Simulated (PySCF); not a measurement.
Species: C5H12Si2 (charge +1 and doublet state).
Structure used (GFN2-xTB), in Å, numbered top down from 1:
```xyz
19
C5H12Si2 angstrom
C      3.339    0.109    0.246
C      2.015    0.437   -0.294
C      0.835    0.205    0.351
C     -0.438    0.567   -0.156
Si    -1.417   -1.217   -0.884
C     -2.859   -0.647    0.194
Si    -1.962    0.883    0.989
H      3.281   -0.385    1.212
H      3.939    1.017    0.339
H      3.883   -0.522   -0.461
H      1.993    0.916   -1.266
H      0.869   -0.289    1.315
H     -0.365    1.199   -1.038
H     -1.422   -1.011   -2.327
H     -0.595   -2.334   -0.436
H     -3.188   -1.383    0.923
H     -3.741   -0.365   -0.376
H     -1.607    0.664    2.385
H     -2.570    2.166    0.667
```

The hyperfine couplings belong to this conformer and change with its torsions.

Identity: `C[CH+][CH]C1[SiH2]C[SiH2]1` [radical] (charge +1).

Computed with PySCF, UKS B3LYP, pcH-1 on C H Si, non-relativistic, mean-field spin-orbit, GIAO. Geometry: GFN2-xTB, one conformer, isolated ion. The geometry wasn't refined by DFT: couplings that depend on bond lengths, twists or pyramidal angles can differ widely from those at the functional's own minimum, by a factor of two or more for some ions and for spin on atoms past the first row. The SCF solution wasn't tested for stability.

(1) What is the g tensor, term by term?

(2) What effective moment and Curie constant follow for a powder?

(3) Average each term over the three axes. Which is largest in size?

(4) At 93.985 GHz, how far is the centre of the isotropic spectrum from where a free electron (g = 2.002319) resonates?

(5) In a frozen sample, at which fields do the three g values resonate at 9.5, 34, 94 and 263 GHz (hyperfine left aside), and which band first spreads them over more than twice a line width of 0.3 mT?

Results:

(1) 
```tsv
Δg (ppm)	1	2	3
relativistic mass correction	-147	-147	-147
gauge correction	2	7	29
orbital Zeeman/spin–orbit	180	703	1500
total	36	563	1383
```

So g = 2.00236, 2.00288, 2.00370 and g_iso = 2.00298; the tensor is rhombic: the two nearest values differ by 39 % of g3 − g1. Axes: g2 points within 13° of the C2–H11 bond.

(2) With the mean of g² = 4.0119 and S(S+1) = 0.75: μ_eff = √(⟨g²⟩S(S+1)) = 1.735 μB and χT = 0.12505·⟨g²⟩·S(S+1) = 0.376 cm³ K/mol (cgs; spin-Hamiltonian part alone).

(3) The orbital-Zeeman/spin–orbit term 795, the mass correction -147 and the gauge correction 12 ppm, for a total of 661 ppm. The orbital-Zeeman/spin–orbit term is the largest in size. The mass correction is the same along every axis, so the anisotropy comes from the other two: their spans along these axes are 27 (gauge) and 1320 ppm (orbital Zeeman/spin–orbit).

(4) B = hν/(g μB) with μB/h = 13.99624 MHz/mT gives 3353.62 mT for the free electron and 3352.51 mT at g_iso, 1.11 mT lower.

(5) 
```json
{"band": "X", "GHz": "9.5", "B(g3) mT": "338.75", "B(g2) mT": "338.89", "B(g1) mT": "338.98", "spread mT": "0.23"}
{"band": "Q", "GHz": "34.0", "B(g3) mT": "1212.37", "B(g2) mT": "1212.86", "B(g1) mT": "1213.18", "spread mT": "0.82"}
{"band": "W", "GHz": "94.0", "B(g3) mT": "3351.84", "B(g2) mT": "3353.21", "B(g1) mT": "3354.09", "spread mT": "2.25"}
{"band": "J", "GHz": "263.0", "B(g3) mT": "9378.02", "B(g2) mT": "9381.85", "B(g1) mT": "9384.33", "spread mT": "6.31"}
```

The spread grows in proportion to the frequency. Q band is the first where it exceeds 0.6 mT.

The Mulliken spin populations are largest on C2 (+0.49), C4 (+0.26) and Si5 (+0.13).

The HOMO–LUMO gaps are 5.69 eV among the α and 3.47 eV among the β orbitals.

The SMILES draws the unpaired electron on C3; the largest computed Mulliken spin population is on C2 (0.49 against 0.05).
